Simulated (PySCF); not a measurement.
**Structure from 2D NMR**

Compound of formula C$_{5}$H$_{8}$F$_{3}$NSi. Correlations simulated from computed shifts and the bond graph:

HSQC (one-bond C–H):
```tsv
δH	δC
7.63	155.2
7.36	149.5
4.43	98.2
4.34	98.2
3.71	36.5
```

COSY cross peaks (H two or three bonds apart, from the bond graph; peaks can be absent where the dihedral angle is near 90°):
```tsv
δH	δH
7.63	3.71
7.36	4.43
7.36	4.34
4.43	4.34
4.11	3.71
```

HMBC (two and three bonds, from the bond graph):
```tsv
δH	δC
7.63	149.5, 136.3, 36.5
7.36	155.2, 98.2
4.43	149.5
4.34	149.5
4.11	155.2, 136.3, 36.5
3.71	155.2, 136.3
```

Carbons without hydrogens: δ 136.3.

How the numbers were obtained: shielding tensors at PBE0/pcSseg-1 (GIAO), coordinates at the GFN2-xTB level, in PySCF 2.14.0 with density-fitted response routines (one computed conformer, one averaged value for each set of equivalent atoms, gas phase, non-relativistic Hamiltonian).

Referencing at the same level of theory: ¹H (σ = 31.72 ppm), ¹³C (σ = 186.93 ppm) vs TMS.

Exchangeable hydrogens are left out of these lists.

Question: Work out the connectivity.

Answer: SMILES C=C/N=C\[C@@H]([SiH3])C(F)(F)F.

Mapped SMILES: `[CH2:1]=[CH:2]/[N:3]=[CH:4]\[C@@H:5]([SiH3:6])[C:7]([F:8])([F:9])[F:10]` (H(Xn): hydrogen on atom n). Ha(C1) is cis to N3; Hb(C1) is trans to N3.

δC 155.2 is C4, a C=N carbon (δH 7.63). δC 149.5 is C2, an alkene CH (δH 7.36). δC 136.3 is C7, a CF3 carbon. δC 98.2 is C1, a terminal =CH2 carbon (δH 4.34, 4.43). δC 36.5 is C5, an sp3 CH bonded to Si (δH 3.71). HMBC from δH 7.63 reaches the proton-free carbon C7. HMBC from δH 4.11 reaches the proton-free carbon C7. HMBC from δH 3.71 reaches the proton-free carbon C7. COSY links 7.63–3.71, 7.36–4.43, 7.36–4.34, 4.43–4.34, 4.11–3.71.

This is the structure that produced the data.

Shifts are as computed. Against solution values, carbons near 30 ppm lie about +3 ppm off and those near 130 ppm about +5 ppm. Of 1211 compounds with measured shifts, 218 miss one by over three times the rms of a fit or turn the order of signals round; such compounds aren't used in these exercises.
